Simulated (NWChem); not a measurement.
All runs are NWChem calculations. System: H₂Cl₂Si, charge 0, spin multiplicity 1, at a geometry optimised with PBE0/def2-SVP. The structure started from a generated list of species. Level: RHF/def2-TZVP.

Part of the output:

```
             Northwest Computational Chemistry Package (NWChem) 7.3.0
             --------------------------------------------------------

                                NWChem Input Module
                                -------------------

 Scaling coordinates for geometry "geometry" by  1.889725989
 (inverse scale =  0.529177249)

 Turning off AUTOSYM since
 SYMMETRY directive was detected!

                             Geometry "geometry" -> ""
                             -------------------------

 Output coordinates in angstroms (scale by  1.889725989 to convert to a.u.)

  No.       Tag          Charge          X              Y              Z
 ---- ---------------- ---------- -------------- -------------- --------------
    1 Si                  14.0000     0.00000000     0.00000000     0.76892900
    2 Cl                  17.0000    -1.68395200     0.00000000    -0.41035800
    3 Cl                  17.0000     1.68395200     0.00000000    -0.41035800
    4 H                    1.0000     0.00000000    -1.23302600     1.59358000
    5 H                    1.0000     0.00000000     1.23302600     1.59358000

 Effective nuclear repulsion energy (a.u.)     190.5728397463

            Nuclear Dipole moment (a.u.)
            ----------------------------
        X                 Y               Z
 ---------------- ---------------- ----------------
     0.0000000000     0.0000000000    -0.0000113384

      Symmetry information
      --------------------

 Group name             C2v
 Group number             16
 Group order               4
 No. of unique centers     3

      Symmetry unique atoms

     1    2    4


 Summary of "ao basis" -> "" (spherical)
 ------------------------------------------------------------------------------
       Tag                 Description            Shells   Functions and Types
 ---------------- ------------------------------  ------  ---------------------
 *                         def2-tzvp                  on all atoms

 Summary of "ao basis" -> "ao basis" (spherical)
 ------------------------------------------------------------------------------
       Tag                 Description            Shells   Functions and Types
 ---------------- ------------------------------  ------  ---------------------
 Si                        def2-tzvp                13       37   5s5p2d1f
 Cl                        def2-tzvp                13       37   5s5p2d1f
 H                         def2-tzvp                 4        6   3s1p

                                 NWChem SCF Module
                                 -----------------

  ao basis        = "ao basis"
  functions       =   123
  atoms           =     5
  closed shells   =    25
  open shells     =     0
  charge          =   0.00
  wavefunction    = RHF
  use symmetry    = T
  symmetry adapt  = T

 Summary of "ao basis" -> "ao basis" (spherical)
 ------------------------------------------------------------------------------
       Tag                 Description            Shells   Functions and Types
 ---------------- ------------------------------  ------  ---------------------
 Si                        def2-tzvp                13       37   5s5p2d1f
 Cl                        def2-tzvp                13       37   5s5p2d1f
 H                         def2-tzvp                 4        6   3s1p

      Symmetry analysis of basis
      --------------------------

        a1         46
        a2         16
        b1         35
        b2         26

 Forming initial guess at       0.1s

      Superposition of Atomic Density Guess
      -------------------------------------

 Sum of atomic energies:       -1208.79040611

      Non-variational initial energy
      ------------------------------

 Total energy =   -1209.456580
 1-e energy   =   -2051.407151
 2-e energy   =     651.377731
 HOMO         =      -0.373936
 LUMO         =       0.052649

      Symmetry analysis of molecular orbitals - initial
      -------------------------------------------------

  Numbering of irreducible representations:

     1 a1          2 a2          3 b1          4 b2

  Orbital symmetries:

     1 a1          2 b1          3 a1          4 a1          5 b1
[...]
    26 a1         27 b1         28 a1         29 b2         30 a1
    31 b2         32 a1         33 b1         34 a2         35 a1

 Starting SCF solution at       1.9s

 ----------------------------------------------
         Quadratically convergent ROHF

 Convergence threshold     :          1.000E-07
 Maximum no. of iterations :          100
 Final Fock-matrix accuracy:          1.000E-09
 ----------------------------------------------

              iter       energy          gnorm     gmax       time
             ----- ------------------- --------- --------- --------
                 1    -1209.1959056389  6.65D-01  1.50D-01      2.0
                 2    -1209.2330455198  2.00D-01  5.67D-02      2.2
                 3    -1209.2373349439  1.18D-02  2.50D-03      2.5
                 4    -1209.2373560039  7.64D-05  1.45D-05      2.9
                 5    -1209.2373560046  4.12D-09  7.53D-10      3.6

       Final RHF  results
       ------------------

         Total SCF energy =  -1209.237356004574
      One-electron energy =  -2052.508233924643
      Two-electron energy =    652.698038173734
 Nuclear repulsion energy =    190.572839746335

        Time for solution =      1.8s

       Symmetry analysis of molecular orbitals - final
       -----------------------------------------------

  Numbering of irreducible representations:

     1 a1          2 a2          3 b1          4 b2

  Orbital symmetries:

     1 a1          2 b1          3 a1          4 b1          5 a1
     6 b1          7 a1          8 b1          9 a1         10 b2
    11 a2         12 a1         13 b1         14 a1         15 b2
    16 a1         17 b1         18 a1         19 b2         20 a1
    21 b1         22 a1         23 a2         24 b1         25 b2
    26 b1         27 a1         28 a1         29 b2         30 b2
    31 a1         32 a1         33 b1         34 a2         35 b1

             Final eigenvalues
             -----------------

              1
    1 -104.8403
    2 -104.8403
    3  -68.8648
    4  -10.5700
    5  -10.5699
    6   -8.0366
    7   -8.0365
    8   -8.0356
    9   -8.0356
   10   -8.0355
   11   -8.0355
   12   -6.2064
   13   -4.3136
   14   -4.3129
   15   -4.3121
   16   -1.1241
   17   -1.0974
   18   -0.7282
   19   -0.5608
   20   -0.5565
   21   -0.5554
   22   -0.4833
   23   -0.4822
   24   -0.4671
   25   -0.4555
   26    0.1215
   27    0.1241
   28    0.1582
   29    0.1838
   30    0.2536
   31    0.2650
   32    0.2777
   33    0.2922
   34    0.3258
   35    0.3461

                       ROHF Final Molecular Orbital Analysis
                       -------------------------------------

 Vector   23  Occ=2.000000D+00  E=-4.822189D-01  Symmetry=a2
              MO Center=  1.4D-14,  1.4D-16, -3.6D-01, r^2= 3.9D+00
   Bfn.  Coefficient  Atom+Function         Bfn.  Coefficient  Atom+Function
  ----- ------------  ---------------      ----- ------------  ---------------
    53      0.386637  2 Cl py                90     -0.386637  3 Cl py
    56      0.246241  2 Cl py                93     -0.246241  3 Cl py
    50      0.176633  2 Cl py                87     -0.176633  3 Cl py

 Vector   24  Occ=2.000000D+00  E=-4.671294D-01  Symmetry=b1
              MO Center=  1.2D-13, -1.1D-16, -3.4D-01, r^2= 4.0D+00
   Bfn.  Coefficient  Atom+Function         Bfn.  Coefficient  Atom+Function
  ----- ------------  ---------------      ----- ------------  ---------------
    52      0.299014  2 Cl px                89      0.299014  3 Cl px
    54     -0.257896  2 Cl pz                91      0.257896  3 Cl pz
    55      0.190267  2 Cl px                92      0.190267  3 Cl px
    57     -0.170175  2 Cl pz                94      0.170175  3 Cl pz

 Vector   25  Occ=2.000000D+00  E=-4.555217D-01  Symmetry=b2
              MO Center= -2.7D-14, -5.9D-15,  3.0D-01, r^2= 4.1D+00
   Bfn.  Coefficient  Atom+Function         Bfn.  Coefficient  Atom+Function
  ----- ------------  ---------------      ----- ------------  ---------------
    53      0.313619  2 Cl py                90      0.313619  3 Cl py
    56      0.211148  2 Cl py                93      0.211148  3 Cl py
    16     -0.167965  1 Si py               113      0.154871  4 H  s
   119     -0.154871  5 H  s

 Vector   26  Occ=0.000000D+00  E= 1.215181D-01  Symmetry=b1
              MO Center= -2.6D-15, -2.2D-17,  1.0D+00, r^2= 5.4D+00
   Bfn.  Coefficient  Atom+Function         Bfn.  Coefficient  Atom+Function
  ----- ------------  ---------------      ----- ------------  ---------------
    18      1.350399  1 Si px                42      0.670324  2 Cl s
    79     -0.670324  3 Cl s                 57      0.344392  2 Cl pz
    94     -0.344392  3 Cl pz                15      0.225251  1 Si px

 Vector   27  Occ=0.000000D+00  E= 1.240757D-01  Symmetry=a1
              MO Center= -4.6D-14, -2.7D-14,  6.7D-01, r^2= 5.4D+00
   Bfn.  Coefficient  Atom+Function         Bfn.  Coefficient  Atom+Function
  ----- ------------  ---------------      ----- ------------  ---------------
    20      1.437425  1 Si pz                42      0.553703  2 Cl s
    79      0.553703  3 Cl s                 55      0.440935  2 Cl px
    92     -0.440935  3 Cl px               114     -0.441347  4 H  s
   120     -0.441347  5 H  s                  4     -0.253891  1 Si s
    17      0.164275  1 Si pz

 Vector   28  Occ=0.000000D+00  E= 1.582486D-01  Symmetry=a1
              MO Center=  8.9D-17, -4.6D-16,  1.2D+00, r^2= 5.6D+00
   Bfn.  Coefficient  Atom+Function         Bfn.  Coefficient  Atom+Function
  ----- ------------  ---------------      ----- ------------  ---------------
     5      2.144991  1 Si s                114     -1.591358  4 H  s
   120     -1.591358  5 H  s                 20      0.810306  1 Si pz
     4      0.573880  1 Si s                  3     -0.291725  1 Si s
    57     -0.254392  2 Cl pz                94     -0.254392  3 Cl pz
    55     -0.181943  2 Cl px                92      0.181943  3 Cl px

 center of mass
 --------------
 x =   0.00000000 y =   0.00000000 z =  -0.07517133

 moments of inertia (a.u.)
 ------------------
         129.785292798556           0.000000000000           0.000000000000
           0.000000000000         827.062169005371           0.000000000000
           0.000000000000           0.000000000000         719.163927657772

  Mulliken analysis of the total density
  --------------------------------------

    Atom       Charge   Shell Charges
 -----------   ------   -------------------------------------------------------
    1 Si  14    13.36   2.00  0.58  1.39  0.83  0.25  4.12  1.73  0.51  1.22  0.17  0.19  0.30  0.06
    2 Cl  17    17.30   2.01  0.45  1.52  1.08  0.86  4.18  1.69  1.07  2.90  1.49  0.01  0.03  0.00
    3 Cl  17    17.30   2.01  0.45  1.52  1.08  0.86  4.18  1.69  1.07  2.90  1.49  0.01  0.03  0.00
    4 H    1     1.02   0.24  0.56  0.22  0.01
    5 H    1     1.02   0.24  0.56  0.22  0.01

       Multipole analysis of the density wrt the origin
       ------------------------------------------------

     L   x y z        total         open         nuclear
     -   - - -        -----         ----         -------
     0   0 0 0     -0.000000      0.000000     50.000000

     1   1 0 0     -0.000000      0.000000      0.000000
     1   0 1 0     -0.000000      0.000000      0.000000
     1   0 0 1      0.552964      0.000000     -0.000011

     2   2 0 0    -31.221942      0.000000    344.299193
     2   1 1 0      0.000000      0.000000      0.000000
     2   1 0 1     -0.000000      0.000000      0.000000
     2   0 2 0    -29.375786      0.000000     10.858558
     2   0 1 1     -0.000000      0.000000      0.000000
     2   0 0 2    -28.453390      0.000000     68.142710

 Task  times  cpu:        3.7s     wall:        3.7s

 Total times  cpu:        3.7s     wall:        3.7s
```

### Question
Write an NWChem input that would produce this output.

### Answer
This is not unique; one that fits is 
```
start mol
memory heap 200 mb stack 900 mb global 1100 mb
geometry units angstroms nocenter noautoz
  Si     0.000000     0.000000     0.768929
  Cl    -1.683952     0.000000    -0.410358
  Cl     1.683952     0.000000    -0.410358
  H      0.000000    -1.233026     1.593580
  H      0.000000     1.233026     1.593580
  symmetry group C2v
end
basis spherical
  * library def2-tzvp
end
scf
  rhf
  nopen 0
  maxiter 100
  thresh 1e-7
  semidirect memsize 60000000 filesize 0
end
task scf energy
```
